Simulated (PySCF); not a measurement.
C2H7S, SMILES [SH+](C)C, charge +1. Atoms are numbered in the order given.

```xyz
10

C     -0.0276     0.5222    -1.4363
S      0.1047    -0.5927     0.0000
C     -0.0276     0.5222     1.4363
H     -0.8945     1.1871    -1.3322
H     -0.1114    -0.1170    -2.3262
H      0.9130     1.0889    -1.4736
H     -1.1567    -1.1023     0.0000
H     -0.8945     1.1871     1.3322
H     -0.1114    -0.1170     2.3262
H      0.9130     1.0889     1.4736
```
Charge +1, spin multiplicity 1.

Geometry: B3LYP-D3(BJ)/def2-SVP. The isomer is the one that the SMILES or the coordinates give; other isomers of the formula were not compared.

These are B3LYP-D3(BJ)/def2-SVP (PySCF) values and carry that method's errors.

Frequencies are harmonic and unscaled.

List the normal modes with their intensities. (Estimate from the structure and the level; the computed values follow.)


| mode | ν (cm⁻¹) | IR (km/mol) | moving atoms (share of kinetic energy) |
|---|---|---|---|
| 1 | 173 | 0.1 | H 97 % |
| 2 | 198 | 0.4 | H 88 % |
| 3 | 257 | 0.0 | C 45 %, H 36 %, S 19 % |
| 4 | 633 | 4.9 | C 61 %, S 24 %, H 15 % |
| 5 | 697 | 1.4 | C 55 %, S 36 %, H 9 % |
| 6 | 750 | 6.2 | H 95 % |
| 7 | 809 | 1.2 | H 95 % |
| 8 | 930 | 2.5 | H 86 %, C 14 % |
| 9 | 1048 | 8.4 | H 74 %, C 19 % |
| 10 | 1076 | 13.4 | H 76 %, C 18 % |
| 11 | 1102 | 4.7 | H 84 %, C 13 % |
| 12 | 1330 | 0.0 | H 87 %, C 12 % |
| 13 | 1355 | 0.5 | H 87 %, C 13 % |
| 14 | 1427 | 5.1 | H 96 % |
| 15 | 1429 | 17.8 | H 96 % |
| 16 | 1440 | 26.6 | H 96 % |
| 17 | 1442 | 35.8 | H 96 % |
| 18 | 2620 | 22.4 | H 97 % |
| 19 | 3060 | 0.7 | H 98 % |
| 20 | 3061 | 9.7 | H 98 % |
| 21 | 3183 | 9.3 | H 90 %, C 10 % |
| 22 | 3184 | 22.4 | H 90 %, C 10 % |
| 23 | 3196 | 14.5 | H 90 %, C 10 % |
| 24 | 3197 | 4.1 | H 90 %, C 10 % |
